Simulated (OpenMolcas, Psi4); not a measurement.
How basis sets differ on GeH2Cl2 (dichlorogermane)

GeH2Cl2: 5 atoms, total charge 0, spin state singlet. As SMILES, `[Cl][GeH2][Cl]`. The coordinates come from a PBE0-D4/def2-TZVP relaxation.

Quantity: the dipole moment, in D. The values are calculated.

| level | kind | program | value (D) |
| --- | --- | --- | --- |
| HF/STO-3G | Hartree–Fock | OpenMolcas | 3.26 |
| HF/3-21G | Hartree–Fock | OpenMolcas | 3.44 |
| HF/ANO-S-VDZP (RICD fitting) | Hartree–Fock | OpenMolcas | 2.34 |
| HF/def2-SVP (density fitting) | Hartree–Fock | Psi4 | 2.21 |
| HF/def2-SVPD | Hartree–Fock | OpenMolcas | 2.21 |

All-electron rows without a relativistic Hamiltonian named are non-relativistic. The values span 2.21 to 3.44 D. Magnitudes only. Sets without polarisation functions give poor dipoles. Without the sets that lack polarisation functions the rows with a basis span only 2.21 to 2.34 D.
